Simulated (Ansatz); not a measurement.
Reaction (ligand exchange at the Sn–O bond): `O[SiH2][O][SnH3]` + CH₃SH → `C[S][SnH3]` + `O[SiH2]O`

Gas-phase electronic energies from Ansatz, PBE0-D4/def2-TZVP geometries. CCSD(T)/CBS adds triple-zeta CCSD(T) − MP2 to the extrapolated MP2 energy (def2 sets, frozen cores). This one scheme is used for every species. DFT in def2-TZVPP. def2 core potentials past Kr. For Sn outer-core shells are correlated without core-valence functions, which leaves a few kJ/mol of doubt a bond. Each species was taken in one conformer, which may not be the lowest.

CCSD(T)/CBS gives -19.3 kJ/mol.

Question: Another level gave -27.9 kJ/mol. Which?
A. MP2/def2-TZVPP
B. PBE0-D4/def2-TZVPP
C. HF/def2-TZVPP
D. CCSD/def2-TZVPP

Answer: B. PBE0-D4 -27.9, MP2/def2-TZVPP -21.5, CCSD/def2-TZVPP -15.4, HF/def2-TZVPP -10.3 kJ/mol.

Largest T1 diagnostic among the species: 0.013.

Leaving LDA and LC-ωPBE aside and taking each functional with its dispersion term where it has one, the values, not all of them listed here, spread over 14.4 kJ/mol, from HSE06-D4 to CAM-B3LYP-D4. LDA lies −3.6 kJ/mol from PBE without D4. At CCSD(T), def2-SVP lies +9.7 kJ/mol from the extrapolated value and def2-TZVPP +2.7 kJ/mol.

CCSD(T)/CBS has its own doubt, a few kJ/mol and more with outer-core shells, so smaller differences from it don't rank the levels.
